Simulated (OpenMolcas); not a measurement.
Multiconfigurational calculation on Hf+

Input:

```
&GATEWAY
Coord
1

Hf 0.0 0.0 0.0
Basis=ANO-R2
Group=XYZ
NoMove
AngMom=0.0 0.0 0.0
AMFI
&SEWARD
* reference wave functions (RASSCF and RASSI steps not shown): 3 electrons in 6 orbitals (5d 6s)
>>> COPY JOB001 $Project.JobIph
&CASPT2
Multistate=65 1 2 3 4 5 6 7 8 9 10 11 12 13 14 15 16 17 18 19 20 21 22
23 24 25 26 27 28 29 30 31 32 33 34 35 36 37 38 39 40 41 42 43 44 45 46
47 48 49 50 51 52 53 54 55 56 57 58 59 60 61 62 63 64 65
Frozen=14 16
IPEA=0.25
Imaginary=0.1
MaxIter=60
WThr=0.0 0.3 0.05
PrWF=0.5
NoMix
>>> COPY JOB002 $Project.JobIph
&CASPT2
Multistate=20 1 2 3 4 5 6 7 8 9 10 11 12 13 14 15 16 17 18 19 20
Frozen=14 16
IPEA=0.25
Imaginary=0.1
MaxIter=60
WThr=0.0 0.3 0.05
PrWF=0.5
NoMix
```

Launched by
```bash
OMP_NUM_THREADS=1 MOLCAS_MEM=1689 MOLCAS_PROJECT=a pymolcas a.inp > a.log  # once for each step of the input, in one work folder
```

Output, cut to the results:

```
--- CASPT2 ---
Orbital specifications:
      -----------------------

      Symmetry species                           1   2
                                                ag  au
      Frozen orbitals                           14  16
      Inactive orbitals                          1   3
      Active orbitals                            6   0
      Secondary orbitals                        21  20
      Deleted orbitals                           0   0
      Number of basis functions                 42  39
Type of calculation                        MS-CASPT2
      Fock operator                              state-specific
      IPEA shift                                 0.25
      Real shift                                 0.00
      Imaginary shift                            0.10
      The input orbitals will be transformed to quasi-canonical
Reference energy:      -15073.3700888721
      E2 (Non-variational):      -0.2100394513
      Shift correction:          -0.0007897729
      E2 (Variational):          -0.2108292242
      Total energy:          -15073.5809180963
      Residual norm:              0.0000001046
      Reference weight:           0.92761
      Contributions to the CASPT2 correlation energy
      Active & Virtual Only:         -0.0259129190
      One Inactive Excited:          -0.0674740464
      Two Inactive Excited:          -0.1166524859
Reference energy:      -15073.3700886167
      E2 (Non-variational):      -0.2106252220
      Shift correction:          -0.0008079542
      E2 (Variational):          -0.2114331762
      Total energy:          -15073.5815217930
      Residual norm:              0.0000001010
      Reference weight:           0.92622
      Contributions to the CASPT2 correlation energy
      Active & Virtual Only:         -0.0265225763
      One Inactive Excited:          -0.0674473174
      Two Inactive Excited:          -0.1166553283
::    CASPT2 Root  1     Total energy: -15073.58091810
::    CASPT2 Root  2     Total energy: -15073.58152179
::    CASPT2 Root  3     Total energy: -15073.58151925
::    CASPT2 Root  4     Total energy: -15073.58149063
::    CASPT2 Root  5     Total energy: -15073.58147790
::    CASPT2 Root  6     Total energy: -15073.52046572
::    CASPT2 Root  7     Total energy: -15073.52046573
::    CASPT2 Root  8     Total energy: -15073.51996110
::    CASPT2 Root  9     Total energy: -15073.53044147
::    CASPT2 Root 10     Total energy: -15073.53044516
::    CASPT2 Root 11     Total energy: -15073.53026204
::    CASPT2 Root 12     Total energy: -15073.52770012
::    CASPT2 Root 13     Total energy: -15073.52781731
::    CASPT2 Root 14     Total energy: -15073.53171701
::    CASPT2 Root 15     Total energy: -15073.53170296
::    CASPT2 Root 16     Total energy: -15073.51169078
::    CASPT2 Root 17     Total energy: -15073.51116632
::    CASPT2 Root 18     Total energy: -15073.51116840
::    CASPT2 Root 19     Total energy: -15073.51293262
::    CASPT2 Root 20     Total energy: -15073.51294638
::    CASPT2 Root 21     Total energy: -15073.51331805
::    CASPT2 Root 22     Total energy: -15073.51330550
::    CASPT2 Root 23     Total energy: -15073.51132002
::    CASPT2 Root 24     Total energy: -15073.51131887
::    CASPT2 Root 25     Total energy: -15073.52461772
::    CASPT2 Root 26     Total energy: -15073.52503045
::    CASPT2 Root 27     Total energy: -15073.52502680
::    CASPT2 Root 28     Total energy: -15073.52494996
::    CASPT2 Root 29     Total energy: -15073.52483344
::    CASPT2 Root 30     Total energy: -15073.45793901
--- CASPT2 ---
Orbital specifications:
      -----------------------

      Symmetry species                           1   2
                                                ag  au
      Frozen orbitals                           14  16
      Inactive orbitals                          1   3
      Active orbitals                            6   0
      Secondary orbitals                        21  20
      Deleted orbitals                           0   0
      Number of basis functions                 42  39
Type of calculation                        MS-CASPT2
      Fock operator                              state-specific
      IPEA shift                                 0.25
      Real shift                                 0.00
      Imaginary shift                            0.10
      The input orbitals will be transformed to quasi-canonical
Reference energy:      -15073.3688186865
      E2 (Non-variational):      -0.1951059882
      Shift correction:          -0.0005314882
      E2 (Variational):          -0.1956374764
      Total energy:          -15073.5644561629
      Residual norm:              0.0000001914
      Reference weight:           0.94230
      Contributions to the CASPT2 correlation energy
      Active & Virtual Only:         -0.0167708791
      One Inactive Excited:          -0.0675833255
      Two Inactive Excited:          -0.1107517836
Reference energy:      -15073.3688186864
      E2 (Non-variational):      -0.1950788941
      Shift correction:          -0.0005417084
      E2 (Variational):          -0.1956206025
      Total energy:          -15073.5644392889
      Residual norm:              0.0000001929
      Reference weight:           0.94221
      Contributions to the CASPT2 correlation energy
      Active & Virtual Only:         -0.0167809329
      One Inactive Excited:          -0.0675471864
      Two Inactive Excited:          -0.1107507749
::    CASPT2 Root  1     Total energy: -15073.56445616
::    CASPT2 Root  2     Total energy: -15073.56443929
::    CASPT2 Root  3     Total energy: -15073.56368047
::    CASPT2 Root  4     Total energy: -15073.56202382
::    CASPT2 Root  5     Total energy: -15073.56211444
::    CASPT2 Root  6     Total energy: -15073.56485851
::    CASPT2 Root  7     Total energy: -15073.56491640
::    CASPT2 Root  8     Total energy: -15073.52957108
::    CASPT2 Root  9     Total energy: -15073.52957109
...
```

Levels above the lowest, from the spin-orbit matrix with the multistate effective Hamiltonian, averaged by term, added to it:

```tsv
Configuration	Term	J	E (cm-1)	Measured (cm-1)	Term weight %	Second
5d 6s2	2D	3/2	0.0	0.0	90	8 5d2 6s 2D
5d 6s2	2D	5/2	3060	3051	87	8 5d2 6s 4F
5d2 6s	4F	3/2	4000	3645	95	4 2D
5d2 6s	4F	5/2	5260	4905	88	6 5d 6s2 2D
5d2 6s	4F	7/2	6920	6344	98	
5d2 6s	4F	9/2	9040	8362	98	2 2G
5d2 6s	2F	5/2	12240		82	10 2D
5d2 6s	4P	1/2	12830		91	6 2P
5d2 6s	4P	3/2	13930		93	7 2D
5d2 6s	4P	5/2	14360	13486	70	19 2D
5d2 6s	2P	3/2	14780		54	36 2D
5d2 6s	2P	1/2	15110		90	7 4P
5d2 6s	2F	7/2	15310		83	14 2G
5d2 6s	2G	9/2	18300		94	2 4F
5d2 6s	2D	5/2	18380		62	26 4P
5d2 6s	2G	7/2	18470		83	14 2F
5d2 6s	2P	3/2	18500		41	41 2D
5d3	4F	3/2	19500		87	6 2D
5d3	4F	5/2	20960		96	2 2D
5d3	4F	7/2	22690		96	3 2G
5d3	4F	9/2	24360		88	11 2G
5d3	4P	1/2	28320		94	5 2P
5d3	4P	3/2	28550		81	12 2P
5d3	2H	9/2	29680		57	34 2G
```

Against the 6 measured excited levels shown (NIST Handbook of Basic Atomic Spectroscopic Data) the mean absolute deviation is 470 cm-1; the largest miss in energy is 5d2 6s 4P 5/2 [70 %]: computed 14360, measured 13486 cm-1 (+6.5 %), and the largest in proportion 5d2 6s 4F 3/2 (+9.7 %).

CASPT2 does not keep the components of a term degenerate, so their means are used; among the terms shown or strongly mixed into the levels shown the widest spread is 970 cm-1 (5d2 6s 2F). Over all roots computed the reference weight is 0.90 to 0.95; the roots of lowest weight are the least certain, and an intruder state may touch them. Terms from blocks run as CI alone lack orbitals of their own. Configurations are named by rounded mean occupations; where the s occupation lies near a half they are strongly mixed, a name can repeat and a true partner stay unpaired. A single d shell beside an s shell can misplace configurations of different d count against each other. The CASPT2 spread within a term exceeds the gap to the next term for 5d2 6s 2F and 5d2 6s 4P, so the order of their levels is uncertain, and so are names and mixing where such terms share a J. Computed and measured levels are paired by configuration, term and J; levels that our copy of the source lacks, or whose pairing is in doubt (as where it misses far off the trend of its configuration), stay unpaired and out of the deviations. Levels of configurations outside the active space are missing. The first state left out of the spin-orbit step lies near 49000 cm-1 above the lowest spin-free state of the reference (among the parities and spins computed), and the list stops at four fifths of that energy or lower. The table shows the lowest 24 of 34 levels.

The term weight is that of the spin-free term in the level, not the purity of its configuration. A share in square brackets marks a mixed level and gives the weight of the term that names it.
